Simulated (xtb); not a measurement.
Input for xtb: GFN2-xTB on H3NSSi (SMILES N[Si]S), a point of a torsion scan.

```
$ xtb mol.xyz --gfn 2 --opt vtight --chrg 0 --uhf 0 --input xcontrol
6

N     -1.36419912     0.11426419     0.36696229
Si     0.11373465    -0.58127571     1.03517422
S      1.79328151     0.74353758     0.91963317
H     -1.27228878     1.07495938    -0.00673811
H     -1.84822165    -0.55173261    -0.28024434
H      2.61392451     0.33506546    -0.16068301
$constrain
  force constant=1.0
  dihedral: 4,1,2,3,0.0
$end
```

Output:

```
[...]
           -------------------------------------------------
          |                Calculation Setup                |
           -------------------------------------------------



           -------------------------------------------------
          |                 G F N 2 - x T B                 |
           -------------------------------------------------

        Reference                      10.1021/acs.jctc.8b01176
      * Hamiltonian:
        H0-scaling (s, p, d)           1.850000    2.230000    2.230000
        zeta-weighting                 0.500000
      * Dispersion:
        s8                             2.700000
        a1                             0.520000
        a2                             5.000000
        s9                             5.000000
      * Repulsion:
        kExp                           1.500000    1.000000
        rExp                           1.000000
      * Coulomb:
        alpha                          2.000000
        third order                    shell-resolved
        anisotropic                    true
        a3                             3.000000
        a5                             4.000000
        cn-shift                       1.200000
        cn-exp                         4.000000
        max-rad                        5.000000


          ...................................................
          :                      SETUP                      :
          :.................................................:
          :  # basis functions                  27          :
          :  # atomic orbitals                  25          :
          :  # shells                           11          :
          :  # electrons                        18          :
          :  max. iterations                   250          :
          :  Hamiltonian                  GFN2-xTB          :
          :  restarted?                      false          :
          :  GBSA solvation                  false          :
          :  PC potential                    false          :
          :  electronic temp.          300.0000000     K    :
          :  accuracy                    1.0000000          :
          :  -> integral cutoff          0.2500000E+02      :
          :  -> integral neglect         0.1000000E-07      :
          :  -> SCF convergence          0.1000000E-05 Eh   :
          :  -> wf. convergence          0.1000000E-03 e    :
          :  Broyden damping             0.4000000          :
          :  net charge                          0          :
          :  unpaired electrons                  0          :
          ...................................................

 iter      E             dE          RMSdq      gap      omega  full diag
   1     -9.4205894 -0.942059E+01  0.872E+00    2.13       0.0  T
   2     -9.4424085 -0.218192E-01  0.545E+00    2.23       1.0  T
   3     -9.4469099 -0.450139E-02  0.385E+00    1.94       1.0  T
   4     -9.4517188 -0.480888E-02  0.195E+00    2.07       1.0  T
   5     -9.4517765 -0.577412E-04  0.567E-01    2.14       1.0  T
   6     -9.4518252 -0.486073E-04  0.131E-01    2.18       1.0  T
   7     -9.4518052  0.199909E-04  0.107E-01    2.17       1.0  T
   8     -9.4518277 -0.224958E-04  0.291E-02    2.18       1.4  T
   9     -9.4518274  0.250907E-06  0.202E-02    2.17       2.0  T
  10     -9.4518282 -0.838904E-06  0.974E-03    2.17       4.2  T
  11     -9.4518284 -0.123974E-06  0.290E-03    2.17      14.1  T
  12     -9.4518284 -0.163181E-07  0.393E-04    2.17     104.0  T
  13     -9.4518284  0.259101E-09  0.451E-04    2.17      90.4  T

   *** convergence criteria satisfied after 13 iterations ***

         #    Occupation            Energy/Eh            Energy/eV
      -------------------------------------------------------------
         1        2.0000           -0.7119686             -19.3737
       ...           ...                  ...                  ...
         3        2.0000           -0.5572454             -15.1634
         4        2.0000           -0.5186265             -14.1125
         5        2.0000           -0.4732121             -12.8768
         6        2.0000           -0.4376321             -11.9086
         7        2.0000           -0.4007239             -10.9043
         8        2.0000           -0.3702537             -10.0751
         9        2.0000           -0.3357481              -9.1362 (HOMO)
        10                         -0.2558665              -6.9625 (LUMO)
        11                         -0.1670352              -4.5453
        12                         -0.1644606              -4.4752
        13                         -0.1500890              -4.0841
        14                         -0.0483050              -1.3144
       ...                                ...                  ...
        25                          0.6387650              17.3817
      -------------------------------------------------------------
                  HL-Ga
[...]
         -0.2390970              -6.5062 (LUMO)
        11                         -0.1900160              -5.1706
        12                         -0.1443764              -3.9287
        13                         -0.1218785              -3.3165
        14                         -0.0353125              -0.9609
       ...                                ...                  ...
        25                          0.6610993              17.9894
      -------------------------------------------------------------
                  HL-Gap            0.1054716 Eh            2.8700 eV
             Fermi-level           -0.2918328 Eh           -7.9412 eV

 SCC (total)                   0 d,  0 h,  0 min,  0.001 sec
 SCC setup                      ...        0 min,  0.000 sec (  2.120%)
 Dispersion                     ...        0 min,  0.000 sec (  0.487%)
 classical contributions        ...        0 min,  0.000 sec (  0.222%)
 integral evaluation            ...        0 min,  0.000 sec ( 28.704%)
 iterations                     ...        0 min,  0.000 sec ( 21.764%)
 molecular gradient             ...        0 min,  0.001 sec ( 43.847%)
 printout                       ...        0 min,  0.000 sec (  2.562%)

         :::::::::::::::::::::::::::::::::::::::::::::::::::::
         ::                     SUMMARY                     ::
         :::::::::::::::::::::::::::::::::::::::::::::::::::::
         :: total energy              -9.422483954704 Eh    ::
         :: gradient norm              0.000075054988 Eh/a0 ::
         :: HOMO-LUMO gap              2.870028381575 eV    ::
         ::.................................................::
         :: SCC energy                -9.494786013551 Eh    ::
         :: -> isotropic ES            0.023733269319 Eh    ::
         :: -> anisotropic ES         -0.002023140367 Eh    ::
         :: -> anisotropic XC         -0.000518665571 Eh    ::
         :: -> dispersion             -0.003214936574 Eh    ::
         :: repulsion energy           0.072302058503 Eh    ::
         :: add. restraining           0.000000000345 Eh    ::
         :: total charge               0.000000000000 e     ::
         :::::::::::::::::::::::::::::::::::::::::::::::::::::

           -------------------------------------------------
          |                Property Printout                |
           -------------------------------------------------

    * Orbital Energies and Occupations

         #    Occupation            Energy/Eh            Energy/eV
      -------------------------------------------------------------
         1        2.0000           -0.7042262             -19.1630
         2        2.0000           -0.6431886             -17.5021
         3        2.0000           -0.5655717             -15.3900
         4        2.0000           -0.5207100             -14.1692
         5        2.0000           -0.4693403             -12.7714
         6        2.0000           -0.4262714             -11.5994
         7        2.0000           -0.4056348             -11.0379
         8        2.0000           -0.3597308              -9.7888
         9        2.0000           -0.3445686              -9.3762 (HOMO)
        10                         -0.2390970              -6.5062 (LUMO)
        11                         -0.1900160              -5.1706
        12                         -0.1443764              -3.9287
        13                         -0.1218785              -3.3165
        14                         -0.0353125              -0.9609
        15                         -0.0171283              -0.4661
        16                          0.0017017               0.0463
        17                          0.0156705               0.4264
        18                          0.0236232               0.6428
        19                          0.0690154               1.8780
        20                          0.0721893               1.9644
       ...                                ...                  ...
        25                          0.6610993              17.9894
      -------------------------------------------------------------
                  HL-Gap            0.1054716 Eh            2.8700 eV
             Fermi-level           -0.2918328 Eh           -7.9412 eV

     #   Z          covCN         q      C6AA      α(0)
     1   7 N        2.543    -0.376    29.733     8.098
     2  14 Si       1.689     0.417   184.082    28.844
     3  16 S        1.793    -0.481   162.616    21.464
     4   1 H        0.860     0.169     1.280     1.772
     5   1 H        0.861     0.139     1.476     1.903
     6   1 H        0.923     0.132     1.522     1.929
Note: The following floating-point exceptions are signalling: IEEE_UNDERFLOW_FLAG IEEE_DENORMAL
normal termination of xtb

 Mol. C6AA /au·bohr⁶  :       1224.643979
 Mol. C8AA /au·bohr⁸  :      57479.635860
 Mol. α(0) /au        :         64.010690


Wiberg/Mayer (AO) data.
largest (>0.10) Wiberg bond orders for each atom

 ---------------------------------------------------------------------------
     #   Z sym  total        # sym  WBO       # sym  WBO       # sym  WBO
 ---------------------------------------------------------------------------
     1   7 N    3.286 --     2 Si   1.330     5 H    0.972     4 H    0.947
     2  14 Si   2.423 --     1 N    1.330     3 S    1.062
     3  16 S    2.078 --     2 Si   1.062     6 H    0.973
     4   1 H    0.972 --     1 N    0.947
     5   1 H    0.981 --     1 N    0.972
     6   1 H    0.983 --     3 S    0.973
 ---------------------------------------------------------------------------

Topologies differ in total number of bonds
Writing topology from bond orders to xtbtopo.mol

molecular dipole:
                 x           y           z       tot (Debye)
 q only:       -0.675      -1.109      -0.563
   full:       -0.777      -0.644      -0.322       2.693
molecular quadrupole (traceless):
                xx          xy          yy          xz          yz          zz
 q only:        0.590      -3.996       0.037      -2.480      -0.603      -0.627
  q+dip:        3.276      -4.715      -2.215      -2.952      -1.374      -1.061
   full:        4.145      -3.902      -3.192      -2.539      -2.153      -0.953

           -------------------------------------------------
          |                Geometry Summary                 |
           -------------------------------------------------

      molecular mass/u    :       77.1808116
   center of mass at/Å    :        0.5404343       0.1370811       0.2786258
  moments of inertia/u·Å² :        0.2763074E+02   0.1154615E+03   0.1430922E+03
rotational constants/cm⁻¹ :        0.6101044E+00   0.1460022E+00   0.1178096E+00

 * 4 selected distances

     #   Z          #   Z                                           value/Å
     1   7 N        2  14 Si                                      1.7037821 (max)
     1   7 N        4   1 H                                       1.0103139
     1   7 N        5   1 H                                       1.0053467 (min)
     3  16 S        6   1 H                                       1.3246275

 * 3 distinct bonds (by element types)

   Z      Z             #   av. dist./Å        max./Å        min./Å
   1 H    7 N           2     1.0078303     1.0103139     1.0053467
   7 N   14 Si          1     1.7037821     1.7037821     1.7037821
   1 H   16 S           1     1.3246275     1.3246275     1.3246275


optimized geometry written to: xtbopt.xyz


           -------------------------------------------------
          | TOTAL ENERGY               -9.422483954704 Eh   |
          | GRADIENT NORM               0.000075054988 Eh/α |
          | HOMO-LUMO GAP               2.870028381575 eV   |
           -------------------------------------------------

------------------------------------------------------------------------
------------------------------------------------------------------------
 total:
 SCF:
 ANC optimizer:
```

The run finished.

Warnings raised: the energy holds the restraint's term.

Cost: roughly 0.08 core-seconds.
